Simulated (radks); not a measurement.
Neutral hafnium inside a hard spherical wall (all orbitals vanish at R), configuration held at [Xe] 4f14 5d2 6s2 and not refilled when levels cross. All-electron calculation, scalar-relativistic Kohn-Sham, PBE, spin-unpolarised, spherical densities, finite nucleus; Fermi nuclear charge, rms radius 5.347 fm. Program: a radial shooting solver on a logarithmic mesh with Libxc functionals. Eigenvalues in eV, with the zero of energy where the potential of the charges vanishes at infinity; a dash marks a level that is unbound or too diffuse for the functional's potential to be trusted. A positive occupied level is held by the wall or, in an anion where self-interaction has pushed it up, behind a barrier. The pressure on the wall is -dE/dV.

\begin{tabular}{lrrrrrrrrr}
R (bohr) & E (hartree) & kinetic (hartree) & e(5p) & e(4f) & e(6s) & e(5d) & e(6p, empty) & e(7s, empty) & pressure (GPa) \\ \hline
free & -15076.1611 & 16513.185 & -35.577 & -16.839 & -5.107 & -2.690 & -1.397 & - & 0 \\
15 & -15076.1611 & 16513.185 & -35.576 & -16.838 & -5.106 & -2.690 & -1.390 & 0.213 & < 0.0001 \\
12 & -15076.1609 & 16513.186 & -35.561 & -16.823 & -5.096 & -2.677 & -1.345 & 0.790 & 0.00209 \\
8 & -15076.1523 & 16513.251 & -35.121 & -16.373 & -4.764 & -2.296 & -0.600 & 4.753 & 0.342 \\
7 & -15076.1355 & 16513.353 & -34.587 & -15.822 & -4.313 & -1.828 & 0.222 & 7.937 & 1.31 \\
6 & -15076.0860 & 16513.608 & -33.500 & -14.691 & -3.256 & -0.845 & 1.985 & 13.883 & 5.30 \\
5 & -15075.9353 & 16514.255 & -31.396 & -12.458 & -0.677 & 1.211 & 6.013 & 25.899 & 23.7 \\
2 & -15058.0183 & 16577.124 & 23.848 & 45.539 & 155.12 & 74.974 & 193.51 & 418.48 & 23400 \\
1.5 & -15013.8586 & 16715.665 & 119.78 & 117.86 & 417.54 & 195.08 & 477.73 & 938.75 & 180000 \\
\end{tabular}
